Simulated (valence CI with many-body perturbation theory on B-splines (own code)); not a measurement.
## Lu³⁹⁺: key properties

Level of theory: valence CI with perturbative core correlation (CI+MBPT): four valence electrons over a frozen Dirac-Fock core [Ar] 3d10, radial functions for each j: 11 s, 11 p, 9 d, 7 f, 5 g, 2 h, 1 i, with the one-electron correlation potential Σ1 (screened to all orders), the two-electron term Σ2, the three-electron term Σ3, Breit, model QED; selected single and double excitations, second order for the rest (own B-spline code, finite nucleus).

No measured spectrum was set against this ion. As an estimate, large intervals hold to a few tenths of a per cent, small ones and those within an open d or f shell to about a per cent.

Levels are named by their leading jj configuration (3d3/2^4 stands for four electrons in 3d with j = 3/2), which in mixed levels can hold well under half, so a name can repeat and another be missing.

Rates and lifetimes use the calculated energies. Strong lines usually hold to 10 to 20 %, long lifetimes can be off by a factor of two.

Question: What is the ground level?

Answer: (4s^2 4p1/2^2) J=0, composition 71 % 4s²4p² ³P + 29 % 4s²4p² ¹S.

Question: Name the longest-lived excited levels whose lifetime is computed, and their main decay.

Answer: (4s^2 4p1/2 4p3/2) J=2 at 76.61 eV lives 16.3 μs, mostly by E2 to (4s^2 4p1/2^2) J=0; (4s^2 4p3/2 4d5/2) J=4 at 309.84 eV lives 469 ns, mostly by M1 to (4s^2 4p1/2 4d5/2) J=3; (4s^2 4p1/2 4p3/2) J=1 at 72.58 eV lives 396 ns, mostly by M1 to (4s^2 4p1/2^2) J=0.

Question: What is the ionisation energy?

Answer: 1877.1 eV; NIST lists 1875 ± 4 eV (theoretical).

Question: How well does LS coupling describe the low levels?

Answer: Among the lowest 20 levels the leading LS term, summed over configurations, holds 62 % on average. For single configurations the figures are 60 % in LS and 88 % in jj coupling. Terms mix most in the J = 2 level at 244.89 eV, where the leading one holds 38 %.

Question: Among levels below 434.57 eV, which E1 lines absorb most strongly from the ground level?

Answer: to (4s^2 4p1/2 4d3/2) J=1 at 5.349 nm, f = 1.59; to (4s 4p1/2^2 4p3/2) J=1 at 7.089 nm, f = 0.519; to (4s 4p1/2 4p3/2^2) J=1 at 4.927 nm, f = 0.0398.
